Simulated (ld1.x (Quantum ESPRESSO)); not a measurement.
# Configuration tests for magnesium (Mg) (RRKJ)

magnesium, norm-conserving RRKJ (Kleinman–Bylander form), made with ld1.x (Quantum ESPRESSO) 7.5 (PBE, scalar-relativistic). Core [Ne], reference 3s1 3p1. Waves: 3s (bound): rc 2.55 bohr; 3p (bound): rc 2.05 bohr. Local part: the p channel. Core correction: none.

Energies are relative to the spin-unpolarised reference configuration 3s1 3p1; without spin polarisation the order of configurations can differ from experiment.

(1) Give the all-electron excitation energy and the error of the potential for: 3s2 3p0; 3s1 3p0; 3s1.5 3p0; 3s0 3p1; 3s0 3p2.

Levels in the configuration 3s1.5 3p0:

```json
{"level": "3s", "all-electron (eV)": "-7.920", "pseudo (eV)": "-7.950"}
```

Note: ghost state, extra bound levels that the all-electron valence spectrum of the same l lacks: s at -974.3 eV. A true bound ghost makes a file unfit for plane-wave use.

Results:

(1)

```tsv
valence configuration	charge	ΔE all-electron (eV)	error AE − PS (meV)
3s2 3p0	0	-3.491	+18
3s1 3p0	+1	4.469	-7.2
3s1.5 3p0	+0.5	-0.347	+5.2
3s0 3p1	+1	8.837	+69
3s0 3p2	0	3.692	+37
```

ld1.x printed “convergence not achieved” for 1 of the counted tests; its residual had stalled under 1e-8, short of the target of 1e-14.
